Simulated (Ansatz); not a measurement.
Ansatz (an electronic-structure program) input (HF/3-21G): The .json file is the Basis Set Exchange's 3-21G.

Ansatz 0.2 input:
```yaml
crystal:
  periodic: [false, false, false]
  atoms:
    - {symbol: C, position_ang: [2.40468100, -0.50037900, 0.12151900]}
    - {symbol: Si, position_ang: [1.08612300, 0.40334800, 1.11755800]}
    - {symbol: Si, position_ang: [-1.08388900, -0.14973400, 0.46858500]}
    - {symbol: Cl, position_ang: [-1.18819200, 0.12483600, -1.59375300]}
    - {symbol: H, position_ang: [3.39912100, -0.11307000, 0.34795700]}
    - {symbol: H, position_ang: [2.22174000, -0.38075700, -0.94677000]}
    - {symbol: H, position_ang: [2.39586200, -1.56888700, 0.35336100]}
    - {symbol: H, position_ang: [1.28415800, 0.21967700, 2.58280200]}
    - {symbol: H, position_ang: [-2.09043400, 0.73230700, 1.09963700]}
    - {symbol: H, position_ang: [-1.47053600, -1.55979800, 0.72171800]}
basis:
  gaussian:
    orbitals: 3-21G.json
hamiltonian:
  xc: {name: HF}
magnetization: {spin_polarized: true, initial_magnetization: 1}
relax: {f_tol: 0.003, max_steps: 120}
```

From the output:

```
mean field -29204.54773506 eV, -1073.2473337100 hartree, gradient 2.6e-5 eV, S^2 0.755963; 0 other end points of the search recorded, 0 dependent functions left out
the calculation of the forces begins
reference -29204.54773506 eV, -1073.2473337100 hartree; 29, 28 occupied and 31, 32 virtual orbitals, 735 factors
relax step   9: F+E_penalty+E_count = -29204.54773506 eV  Δ(F+E_penalty+E_count) = -1.133e-5 eV  max|allowed force component| = 4.887e-3 eV/Å  Δτ_max = 0.0029 Å  (32 SCF iters, accepted)
these checks for a lower state are left out or cut short: starts, cluster_reference, orbital_swaps, neighbouring_geometries, increment
integrals: 0.01 GiB planned
735 factors; integrals over basis functions are off by at most 5.5e-4 eV
mean field: 0.24 GiB planned
mean field -29204.54773939 eV, -1073.2473338693 hartree, gradient 2.6e-5 eV, S^2 0.755977; 0 other end points of the search recorded, 0 dependent functions left out
the calculation of the forces begins
reference -29204.54773939 eV, -1073.2473338693 hartree; 29, 28 occupied and 31, 32 virtual orbitals, 735 factors
relax step  10: F+E_penalty+E_count = -29204.54773939 eV  Δ(F+E_penalty+E_count) = -4.335e-6 eV  max|allowed force component| = 1.382e-3 eV/Å  Δτ_max = 0.0012 Å  (32 SCF iters, accepted)
integrals: 0.01 GiB planned
735 factors; integrals over basis functions are off by at most 5.5e-4 eV
mean field: 0.24 GiB planned
mean field -29204.54773939 eV, -1073.2473338693 hartree, gradient 2.6e-5 eV, S^2 0.755977; 1 other end points of the search recorded, 0 dependent functions left out
the calculation of the forces begins
reference -29204.54773939 eV, -1073.2473338693 hartree; 29, 28 occupied and 31, 32 virtual orbitals, 735 factors
Total energy: -29204.54773939 eV, -1073.2473338693 hartree
Atom 0 at     2.423804    -0.512493     0.112067 Å, force    -0.000384    -0.000323    -0.000362 eV/Å
Atom 1 at     1.110062     0.432511     1.147682 Å, force     0.000475     0.001382     0.000510 eV/Å
Atom 2 at    -1.101089    -0.156038     0.518646 Å, force    -0.000361    -0.000730    -0.000130 eV/Å
Atom 3 at    -1.196471     0.146903    -1.673668 Å, force    -0.000093     0.000179     0.000677 eV/Å
Atom 4 at     3.415923    -0.129967     0.322582 Å, force    -0.000336     0.000082    -0.000012 eV/Å
Atom 5 at     2.222896    -0.387841    -0.945335 Å, force     0.000356    -0.000219     0.000022 eV/Å
Atom 6 at     2.407368    -1.572025     0.346298 Å, force     0.000134     0.000005    -0.000005 eV/Å
Atom 7 at     1.281192     0.232809     2.616415 Å, force    -0.000309    -0.000248    -0.000149 eV/Å
Atom 8 at    -2.133933     0.728121     1.099593 Å, force     0.000851    -0.000298    -0.000479 eV/Å
Atom 9 at    -1.471117    -1.574436     0.728333 Å, force    -0.000334     0.000171    -0.000072 eV/Å
Dipole moment:     0.328305    -0.090765     0.692340 e Å
```

The geometry given is a B3LYP-D3(BJ)/def2-TZVP minimum.
